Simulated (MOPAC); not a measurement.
Input file for MOPAC: AM1 on BrF, a point of a bond scan (R = 5.678 Å).

```
AM1 1SCF PRECISE CHARGE=0 THREADS=1
BrF

Br    -0.00000000 1    -0.00000000 1    -0.36293761 1
F      0.00000000 1     0.00000000 1     5.31501970 1
```

The log:

```
*******************************************************************************
 **                                                                           **
 **                              MOPAC v23.2.5                                **
 **                                                                           **
 *******************************************************************************
 ** MOPAC's Digital Object Identifier: https://doi.org/10.5281/zenodo.6511958 **
 **                                                                           **
 ** Please cite the open-source release paper for use of this MOPAC version:  **
 ** J. E. Moussa and J. J. P. Stewart (2026)                                  **
 ** MOPAC: An open-source semiempirical molecular orbital program             **
 ** J. Open Source Softw., 11(119), 8025, https://doi.org/10.21105/joss.08025 **
 *******************************************************************************

                              AM1 CALCULATION RESULTS

 *******************************************************************************
 *  AM1        - The AM1 Hamiltonian to be used
 *
 *
 *
 *                 CHARGE ON SYSTEM = 0
 *
 *
 *
 *  PRECISE    - TIGHTER CRITERIA TO BE USED
 *  1SCF       - DO 1 SCF AND THEN STOP
 *  THREADS=1  - MULTI-THREADING NOT USED
 *  T=         - A TIME OF 172800.0 SECONDS REQUESTED
 *  DUMP=N     - RESTART FILE WRITTEN EVERY 7200.0 SECONDS REQUESTED
 *******************************************************************************
AM1 1SCF PRECISE CHARGE=0 THREADS=1
 BrF

   ATOM   CHEMICAL          X               Y               Z
  NUMBER   SYMBOL      (ANGSTROMS)     (ANGSTROMS)     (ANGSTROMS)

     1      Br         -0.00000000  *  -0.00000000  *  -0.36293761  *
     2       F          0.00000000  *   0.00000000  *   5.31501970  *



          CARTESIAN COORDINATES

    NO.       ATOM           X           Y           Z

     1        Br         -0.0000     -0.0000     -0.3629
     2         F          0.0000      0.0000      5.3150

  F: (AM1): M.J.S. DEWAR AND E. G. ZOEBISCH, THEOCHEM, 180, 1 (1988).
 Br: (AM1): M.J.S. DEWAR AND E. G. ZOEBISCH, THEOCHEM, 180, 1 (1988).

           Empirical Formula: Br F  =     2 atoms



      MOLECULAR POINT GROUP   :   C*v


      RHF CALCULATION, NO. OF DOUBLY OCCUPIED LEVELS = 7



 ALL CONVERGERS ARE NOW FORCED ON
 SHIFT=10, PULAY ON, CAMP-KING ON
 AND ITERATION COUNTER RESET



 -------------------------------------------------------------------------------
 AM1 1SCF PRECISE CHARGE=0 THREADS=1
 BrF



     1SCF WAS SPECIFIED, SO BFGS WAS NOT USED
     SCF FIELD WAS ACHIEVED


                              AM1 CALCULATION
                                                       MOPAC v23.2.5 Linux




          FINAL HEAT OF FORMATION =        175.55918 KCAL/MOL =     734.53961 KJ/MOL


          COSMO AREA              =         96.90 SQUARE ANGSTROMS
          COSMO VOLUME            =         65.53 CUBIC ANGSTROMS

          IONIZATION POTENTIAL    =          9.499965 EV
          HOMO LUMO ENERGIES (EV) =         -9.500 -6.938
          NO. OF FILLED LEVELS    =          7
          MOLECULAR WEIGHT        =         98.9024         POINT GROUP:  C*v

          MOLECULAR DIMENSIONS (Angstroms)

            Atom       Atom       Distance
            F     2   Br     1     5.67796
            F     2   Br     1     0.00000
           Br     1    F     2     0.00000


          SCF CALCULATIONS        =          1





   ATOM   CHEMICAL          X               Y               Z
  NUMBER   SYMBOL      (ANGSTROMS)     (ANGSTROMS)     (ANGSTROMS)

     1      Br         -0.00000000  *  -0.00000000  *  -0.36293761  *
     2       F          0.00000000  *   0.00000000  *   5.31501970  *

                             CARTESIAN COORDINATES

   1   Br       -0.000000000    -0.000000000    -0.362937610
   2    F        0.000000000     0.000000000     5.315019700


           Empirical Formula: Br F  =     2 atoms



      MOLECULAR POINT GROUP   :   C*v


                  EIGENVALUES
 -43.57638 -31.71630 -13.73969 -13.73963 -12.39766 -12.39765  -9.49996  -6.93832


              NET ATOMIC CHARGES AND DIPOLE CONTRIBUTIONS

  ATOM NO.   TYPE          CHARGE      No. of ELECS.   s-Pop       p-Pop
    1         Br           0.120494        6.8795     1.99997     4.87954
    2          F          -0.120494        7.1205     2.00000     5.12050
 DIPOLE           X         Y         Z       TOTAL
 POINT-CHG.     0.000     0.000    -3.286     3.286
 HYBRID        -0.000     0.000     0.023     0.023
 SUM           -0.000     0.000    -3.263     3.263


          ATOMIC ORBITAL ELECTRON POPULATIONS

     Atom    s        px        py        pz
    1 Br   1.99997   2.00000   2.00000   0.87954
    2  F   2.00000   1.99977   1.98690   1.13382

 **********************
 *                    *
 * JOB ENDED NORMALLY *
 *                    *
 **********************




 == MOPAC DONE ==
```

The run finished.

Cost: about 0.08 core-seconds (a rough figure).
